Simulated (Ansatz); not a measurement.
Basis-set extrapolation for `FC1(F)O[CH]1[AlH2]` (PBE0-D4/def2-TZVP geometry, frozen core, Ansatz). Multiplicity 1, RHF reference.

|  | def2-TZVPP | def2-QZVPP |
| --- | --- | --- |
| HF | -593.236367 | -593.258749 |
| MP2 correlation | -1.121436 | -1.214894 |
| CCSD(T) correlation | -1.185388 | not run |

Energies in hartree. Use E(X) = E(∞) + A·exp(−7.88·√X) for Hartree–Fock and E(X) = E(∞) + B·X^(−2.97) for correlation, with X = 3 and 4, and add CCSD(T) minus MP2 of the smaller set to the MP2 limit.

Question: What is the CCSD(T) energy at the basis-set limit?

Answer: HF limit: -593.258749 + (-0.022382) × 0.13774 = -593.26183. MP2 limit: -1.214894 + (-0.093458) × 0.74074 = -1.28412. Higher-order term: -1.185388 − (-1.121436) = -0.06395. Total: -594.60990 hartree, 494.0 kJ/mol below CCSD(T)/def2-TZVPP.
